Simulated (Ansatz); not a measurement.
Reaction (formal exchange of groups at the Si–C bond): `CC(Cl)[SiH2]Cl` + `Cl[SiH2]Cl` → `Cl[SiH2][SiH](Cl)Cl` + `CCCl`

Gas-phase electronic energies from Ansatz, PBE0-D4/def2-TZVP geometries. CBS: MP2 limit from def2 TZ/QZ plus the TZ coupled-cluster correction, frozen cores. DFT in def2-TZVPP. B3LYP here is the variant with VWN-RPA as its local correlation; programs differ in this. HSE06 is defined as in plane-wave codes. Each species was taken in one conformer, which may not be the lowest.

`CC(Cl)[SiH2]Cl`:

Cartesian coordinates in Å:
```
C -0.243 -1.370 -0.360
C -0.653 0.073 -0.184
Cl -1.925 0.231 1.087
Si 0.693 1.230 0.435
Cl 2.250 1.227 -0.918
H -1.094 -1.986 -0.657
H 0.170 -1.779 0.564
H 0.522 -1.438 -1.138
H -1.103 0.467 -1.097
H 0.178 2.612 0.538
H 1.207 0.734 1.731
```

`Cl[SiH2]Cl`:

```xyz
5

Cl   -1.879    0.329   -0.465
Si    0.066    0.076    0.098
Cl    0.912   -1.447   -0.964
H     0.097   -0.278    1.530
H     0.804    1.319   -0.198
```

`Cl[SiH2][SiH](Cl)Cl`:

Cartesian coordinates in Å:
```
Cl -2.405 -1.141 -0.038
Si -0.399 -1.056 0.407
Si 0.461 0.931 -0.474
Cl -0.464 2.518 0.428
Cl 2.471 0.973 -0.065
H 0.272 -2.232 -0.201
H -0.229 -1.073 1.880
H 0.293 1.081 -1.937
```

`CCCl`:

Cartesian coordinates in Å:
```
C 0.264 -0.728 0.191
C -0.203 0.689 -0.020
Cl -0.762 0.950 -1.698
H 0.598 -0.854 1.224
H 1.096 -0.968 -0.472
H -0.543 -1.438 0.001
H 0.595 1.410 0.151
H -1.045 0.940 0.624
```

| level | ΔE (kJ/mol) | difference from CCSD(T)/CBS |
| --- | --- | --- |
| revPBE-D4 | -10.1 | -12.3 |
| BLYP-D4 | -5.6 | -7.8 |
| r2SCAN-D4 | -2.8 | -5.0 |
| B97M-V | -6.1 | -8.3 |
| PBE0-D4 | -8.9 | -11.1 |
| B3LYP-D4 | -4.2 | -6.4 |
| r2SCANh-D4 | -2.6 | -4.8 |
| r2SCAN0-D4 | -2.1 | -4.3 |
| HSE06-D4 | -9.1 | -11.3 |
| BHLYP-D4 | -1.9 | -4.1 |
| CAM-B3LYP-D4 | 0.1 | -2.1 |
| ωB97X-V | -0.5 | -2.7 |
| ωB97M-V | 6.2 | 4.0 |
| B2PLYP | 0.9 | -1.3 |
| PBE-QIDH | -0.2 | -2.4 |
| PBE | -12.1 | -14.3 |
| revPBE | -15.6 | -17.8 |
| BLYP | -7.9 | -10.1 |
| PBE0 | -9.2 | -11.4 |
| B3LYP | -5.1 | -7.3 |
| r2SCANh | -2.6 | -4.8 |
| r2SCAN0 | -2.1 | -4.3 |
| BHLYP | -0.8 | -3.0 |
| CAM-B3LYP | 0.1 | -2.1 |
| LC-ωPBE | -3.9 | -6.1 |
| RPA@PBE/def2-TZVPP | 5.1 | 2.9 |
| HF/def2-SVP | 5.1 | 2.9 |
| MP2/def2-SVP | 12.1 | 9.9 |
| CCSD/def2-SVP | 6.4 | 4.2 |
| CCSD(T)/def2-SVP | 6.9 | 4.7 |
| HF/def2-TZVPP | 0.4 | -1.8 |
| MP2/def2-TZVPP | 10.1 | 7.9 |
| SCS-MP2/def2-TZVPP | 8.5 | 6.3 |
| CCSD(T)/def2-TZVPP | 3.9 | 1.7 |
| HF/def2-QZVPP | 0.8 | -1.4 |
| MP2/def2-QZVPP | 9.2 | 7.0 |
| SCS-MP2/def2-QZVPP | 7.6 | 5.4 |
| HF/CBS(def2) | 0.8 | -1.4 |
| MP2/CBS(def2) | 8.4 | 6.2 |
| CCSD/CBS(def2) | 1.5 | -0.7 |
| CCSD(T)/CBS | 2.2 | 0 |

Largest T1 diagnostic among the species: 0.010.

In def2-TZVPP, CCSD(T) changes the Hartree–Fock value by +3.5 kJ/mol (the triples alone add +0.7 kJ/mol) and MP2 by +9.6 kJ/mol. At CCSD(T), def2-SVP lies +4.7 kJ/mol from the extrapolated value and def2-TZVPP +1.7 kJ/mol.

CCSD(T)/CBS has its own doubt, a few kJ/mol and more with outer-core shells, so smaller differences from it don't rank the levels.
